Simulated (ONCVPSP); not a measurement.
# Cutoff test, chromium (Cr), ONCV

chromium, optimised norm-conserving Vanderbilt (ONCV), made with ONCVPSP 4.0.1 (LDA (Perdew-Zunger), non-relativistic). Core [Ar], reference 3d5 4s1. Waves: 4s: rc 3.10 bohr, ncon 4, nbas 7, qcut 2.1 1/bohr, 2 projectors, debl 2 Ha; p scattering state at 0.2 Ha: rc 3.15 bohr, ncon 4, nbas 7, qcut 2.1 1/bohr, 2 projectors, debl 2.5 Ha; 3d: rc 1.35 bohr, ncon 5, nbas 9, qcut 9.6 1/bohr, 3 projectors, debl 2.2 Ha. Local part: polynomial inside 0.90 bohr (lpopt 5, dvloc0 0 Ha). Core correction: none.

In the p channel the program set the typed energies aside and used 0.050, 2.550 Ha.

Q: For each optimised wave give the share of its norm inside rc, the residual kinetic energy above qcut (Ha) and the cutoffs (Ha) for errors of 10, 1, 0.1 and 0.01 mHa per electron.

A:

```csv
wave,norm inside rc,residual KE,10 mHa,1 mHa,0.1 mHa,0.01 mHa
4s,0.466,1.5e-03,1.1,2.8,10.5,13.3
s projector 2,0.182,1.6e-01,6.9,15.6,18.4,22.0
p projector 1,0.471,6.2e-04,0.8,1.8,10.3,13.9
p projector 2,0.222,5.2e-01,5.6,15.4,19.6,22.9
3d,0.560,8.2e-04,37.1,45.1,139.6,168.7
d projector 2,0.082,1.3e-03,37.8,47.3,108.9,186.0
d projector 3,0.081,4.0e-03,42.0,51.9,100.6,228.9
```

The occupied waves need 45 Ha and 140 Ha for 1 and 0.1 mHa. Note: ghosts flagged at negative energy: s at -77.5 eV; GHOST(+) flagged for p at 29.7 eV. A true bound ghost makes a file unfit for plane-wave use. 1 of 4 tests not solved or not reliable.
